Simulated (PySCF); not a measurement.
C2H6N, SMILES [CH2]CN, multiplicity 2. Atoms are numbered in the order given.

```xyz
9

C      1.2440     0.1887    -0.3276
C      0.0660    -0.3993     0.3502
N     -1.1788     0.2071    -0.1277
H      2.2292     0.1089     0.1101
H      1.1452     0.5686    -1.3352
H      0.2039    -0.3382     1.4421
H      0.0048    -1.4765     0.1252
H     -1.2082     1.1893     0.1204
H     -1.9838    -0.2384     0.2957
```
Charge 0, spin multiplicity 2.

Geometry: B3LYP-D3(BJ)/def2-TZVP. The isomer is the one that the SMILES or the coordinates give; other isomers of the formula were not compared. The values are those of a single conformer.

These are B3LYP/pcH-1 (PySCF) values and carry that method's errors.

Unrestricted Kohn–Sham, ⟨S²⟩ = 0.754. Hyperfine tensors hold the contact and dipolar terms, without spin-orbit corrections.

Computed hyperfine couplings:
```tsv
nucleus	A(iso) (MHz)	A(iso) (G)	dipolar principal values (MHz)
13C no. 1	96.4	34.4	-81.0, -80.3, 161.3
13C no. 2	-35.9	-12.8	-2.3, -0.3, 2.6
14N no. 3	12.4	4.4	-0.9, -0.5, 1.4
1H no. 4	-62.9	-22.4	-38.4, -0.8, 39.2
1H no. 5	-60.7	-21.7	-38.4, -0.6, 39.0
1H no. 6	57.9	20.7	-5.4, -4.6, 10.0
1H no. 7	155.6	55.5	-6.3, -2.3, 8.6
1H no. 8	-0.4	-0.1	-4.4, -3.1, 7.4
1H no. 9	1.4	0.5	-2.3, -1.6, 3.9
```

Task: And the g tensor (effective nuclear charges for spin-orbit coupling, GIAO)? (Estimate from the structure and the level; the computed values follow.)

Result: principal values 2.0022, 2.0029, 2.0030; isotropic 2.0027.
